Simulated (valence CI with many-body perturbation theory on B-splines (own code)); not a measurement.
E1 line list for Br28+

Computed by valence CI with perturbative core correlation (CI+MBPT): five valence electrons over a frozen Dirac-Fock core [He], a basis of 11 s, 11 p, 10 d, 8 f, 5 g, 2 h functions for each j, with the one-electron correlation potential Σ1, the two-electron term Σ2, the three-electron term Σ3, Breit, model QED; selected CI, second order for the rest, scaled by the run's own slope (own B-spline code, finite nucleus).

The last digits are not significant, and no measured levels were compared; by estimate large intervals hold to a few tenths of a per cent, small ones and those within an open d or f shell to about a per cent. Among the levels kept, up to 5300 cm⁻¹ of a level comes from second order outside the variational space, and about a tenth of that is noise between levels of different J, which matters for small intervals.

Lines 201 to 250 of 600 in falling wavelength, among levels below 17356 × 10³ cm⁻¹, chosen from the strongest by gf and those to the six lowest levels. Wavelengths and rates use the calculated energies. Electric multipoles are in the length gauge, E1 and E2 with the static RPA response of the core. Weak lines are less certain than strong ones. Lines between different terms over intervals too small for the method are left out, as are lines whose strength nearly cancels. The highest levels of a list are the least certain.

Levels are named by their leading jj configuration (3d3/2^4 stands for four electrons in 3d with j = 3/2), which in mixed levels can hold well under half, so a name can repeat and another be missing. Letters in brackets count levels of one name in rising energy.

```
λ vac (Å)                               Upper                               Lower   A (s⁻¹)  log gf  Branch %
    79.95          (2p1/2^2 2p3/2^2 3s) J=3/2     (2s 2p1/2 2p3/2^2 3s) J=5/2 [b]  5.22e+10   -0.70       0.6
    78.10        (2s 2p1/2 2p3/2^3) J=3/2 [b]                (2s^2 2p3/2^3) J=3/2  1.34e+10   -1.31       5.3
    77.01          (2p1/2^2 2p3/2^2 3s) J=5/2         (2s 2p1/2 2p3/2^2 3s) J=7/2  3.14e+10   -0.78       0.8
    76.59          (2s 2p1/2^2 2p3/2^2) J=5/2          (2s^2 2p1/2^2 2p3/2) J=3/2  2.01e+10   -0.97      74.1
    75.79             (2p1/2^2 2p3/2^3) J=3/2            (2s 2p1/2 2p3/2^3) J=5/2  5.82e+10   -0.70      26.1
    73.24          (2p1/2^2 2p3/2^2 3s) J=3/2     (2s 2p1/2 2p3/2^2 3s) J=3/2 [a]  3.43e+10   -0.96       0.4
    70.53            (2s 2p3/2^3 3d5/2) J=9/2          (2s^2 2p3/2^2 3d5/2) J=9/2  6.30e+10   -0.33      60.6
    70.49      (2s 2p1/2^2 2p3/2 3d5/2) J=7/2          (2s^2 2p1/2^2 3d5/2) J=5/2  3.13e+10   -0.73       0.8
    70.27             (2p1/2^2 2p3/2^3) J=3/2        (2s 2p1/2 2p3/2^3) J=3/2 [a]  4.76e+10   -0.85      21.3
    70.26            (2s 2p3/2^3 3d3/2) J=7/2          (2s^2 2p3/2^2 3d3/2) J=7/2  5.93e+10   -0.45       0.1
    69.80            (2s 2p3/2^3 3p1/2) J=5/2          (2s^2 2p3/2^2 3p1/2) J=5/2  5.41e+10   -0.62       0.3
    69.60  (2s 2p1/2^2 2p3/2 3d5/2) J=5/2 [b]          (2s^2 2p1/2^2 3d5/2) J=5/2  3.39e+10   -0.83       0.1
    69.48            (2s 2p3/2^3 3p3/2) J=7/2          (2s^2 2p3/2^2 3p3/2) J=7/2  7.44e+10   -0.37       3.7
    69.40  (2s 2p1/2^2 2p3/2 3d3/2) J=3/2 [b]          (2s^2 2p1/2^2 3d3/2) J=3/2  4.46e+10   -0.89       0.2
    69.38            (2s 2p3/2^3 3d3/2) J=3/2          (2s^2 2p3/2^2 3d3/2) J=5/2  5.10e+10   -0.83       0.1
    69.20               (2s 2p3/2^3 3s) J=5/2             (2s^2 2p3/2^2 3s) J=5/2  8.94e+10   -0.41       0.8
    69.13        (2s 2p3/2^3 3p3/2) J=5/2 [b]      (2s^2 2p3/2^2 3p3/2) J=3/2 [b]  2.66e+10   -0.94       0.5
    68.94  (2s 2p1/2^2 2p3/2 3d3/2) J=5/2 [b]          (2s^2 2p1/2^2 3d3/2) J=3/2  3.51e+10   -0.82       4.0
    68.62  (2s 2p1/2 2p3/2^2 3d5/2) J=7/2 [d]  (2s^2 2p1/2 2p3/2 3d5/2) J=7/2 [b]  3.66e+10   -0.68       0.1
    68.54            (2s 2p3/2^3 3d5/2) J=7/2          (2s^2 2p3/2^2 3d5/2) J=9/2  1.79e+10   -1.00       0.2
    68.43           (2s 2p3/2^3 3s) J=3/2 [a]             (2s^2 2p3/2^2 3s) J=3/2  4.99e+10   -0.85       0.5
    68.36            (2s 2p3/2^3 3d3/2) J=5/2          (2s^2 2p3/2^2 3d3/2) J=5/2  2.31e+10   -1.01       0.0
    68.28  (2s 2p1/2^2 2p3/2 3p3/2) J=5/2 [b]          (2s^2 2p1/2^2 3p3/2) J=3/2  2.42e+10   -0.99       0.2
    68.07  (2s 2p1/2^2 2p3/2 3p1/2) J=3/2 [b]          (2s^2 2p1/2^2 3p1/2) J=1/2  4.94e+10   -0.86       0.5
    68.03        (2s 2p3/2^3 3p1/2) J=3/2 [a]          (2s^2 2p3/2^2 3p1/2) J=3/2  6.37e+10   -0.75       1.1
    67.98  (2s 2p1/2^2 2p3/2 3p3/2) J=3/2 [b]          (2s^2 2p1/2^2 3p3/2) J=3/2  5.11e+10   -0.85       0.6
    67.67            (2s 2p3/2^3 3d5/2) J=7/2          (2s^2 2p3/2^2 3d5/2) J=7/2  3.61e+10   -0.70       0.3
    67.58        (2s 2p3/2^3 3p3/2) J=3/2 [a]          (2s^2 2p3/2^2 3p3/2) J=5/2  4.52e+10   -0.91       0.3
    67.58            (2s 2p3/2^3 3d5/2) J=5/2          (2s^2 2p3/2^2 3d5/2) J=7/2  4.98e+10   -0.69       0.1
    67.47     (2s 2p1/2^2 2p3/2 3s) J=3/2 [b]             (2s^2 2p1/2^2 3s) J=1/2  4.63e+10   -0.90       0.9
    67.27  (2s 2p1/2 2p3/2^2 3p3/2) J=5/2 [d]  (2s^2 2p1/2 2p3/2 3p3/2) J=5/2 [b]  4.67e+10   -0.72       1.4
    67.26        (2s 2p3/2^3 3p3/2) J=5/2 [a]          (2s^2 2p3/2^2 3p3/2) J=5/2  3.21e+10   -0.88       1.4
    67.13               (2p1/2 2p3/2^4) J=1/2        (2s 2p1/2 2p3/2^3) J=3/2 [b]  1.38e+11   -0.73      51.5
    67.11        (2s 2p1/2 2p3/2^3) J=3/2 [a]          (2s^2 2p1/2 2p3/2^2) J=3/2  8.65e+10   -0.63      76.6
    66.83            (2s 2p1/2 2p3/2^3) J=5/2          (2s^2 2p1/2 2p3/2^2) J=5/2  6.87e+10   -0.56      87.6
    66.74  (2s 2p1/2^2 2p3/2 3d5/2) J=3/2 [b]          (2s^2 2p1/2^2 3d5/2) J=5/2  3.78e+10   -1.00       0.1
    66.60     (2s 2p1/2 2p3/2^2 3s) J=1/2 [a]     (2s^2 2p1/2 2p3/2 3s) J=3/2 [a]  7.06e+10   -1.03       1.1
    66.51        (2s 2p3/2^3 3p1/2) J=3/2 [b]          (2s^2 2p3/2^2 3p1/2) J=1/2  3.41e+10   -1.04       0.4
    66.35  (2s 2p1/2 2p3/2^2 3d5/2) J=9/2 [c]      (2s^2 2p1/2 2p3/2 3d5/2) J=9/2  5.49e+10   -0.44      46.0
    66.25           (2s 2p3/2^3 3s) J=3/2 [b]             (2s^2 2p3/2^2 3s) J=1/2  3.92e+10   -0.99       0.5
    66.13  (2s 2p1/2 2p3/2^2 3d5/2) J=5/2 [f]  (2s^2 2p1/2 2p3/2 3d5/2) J=5/2 [b]  4.16e+10   -0.79       0.1
    66.08  (2s 2p1/2 2p3/2^2 3p3/2) J=7/2 [c]      (2s^2 2p1/2 2p3/2 3p3/2) J=7/2  7.09e+10   -0.43       0.8
    66.05  (2s 2p1/2 2p3/2^2 3d5/2) J=7/2 [e]  (2s^2 2p1/2 2p3/2 3d5/2) J=7/2 [b]  2.49e+10   -0.88       0.1
    65.97  (2s 2p1/2 2p3/2^2 3d5/2) J=3/2 [c]  (2s^2 2p1/2 2p3/2 3d5/2) J=5/2 [a]  4.85e+10   -0.90       0.2
    65.93  (2s 2p1/2 2p3/2^2 3d3/2) J=3/2 [e]  (2s^2 2p1/2 2p3/2 3d3/2) J=5/2 [b]  4.21e+10   -0.96       0.1
    65.71            (2s 2p1/2 2p3/2^3) J=1/2          (2s^2 2p1/2 2p3/2^2) J=1/2  6.91e+10   -1.05      34.9
    65.61  (2s 2p1/2 2p3/2^2 3p3/2) J=3/2 [c]  (2s^2 2p1/2 2p3/2 3p3/2) J=5/2 [a]  4.95e+10   -0.89       0.8
    65.55  (2s 2p1/2 2p3/2^2 3d5/2) J=7/2 [c]  (2s^2 2p1/2 2p3/2 3d5/2) J=7/2 [a]  3.86e+10   -0.70       0.9
    65.49  (2s 2p1/2 2p3/2^2 3p1/2) J=5/2 [c]      (2s^2 2p1/2 2p3/2 3p1/2) J=5/2  7.81e+10   -0.52       0.8
    65.48     (2s 2p1/2 2p3/2^2 3s) J=3/2 [c]     (2s^2 2p1/2 2p3/2 3s) J=3/2 [b]  8.82e+10   -0.64       0.7
```

Question: How does gf follow from A for the line at 65.71 Å?

Answer: gf = 1.4992 × (2J+1)_upper × A / σ², with σ = 1521759 cm⁻¹ and 2J+1 = 2: gf = 0.0895.
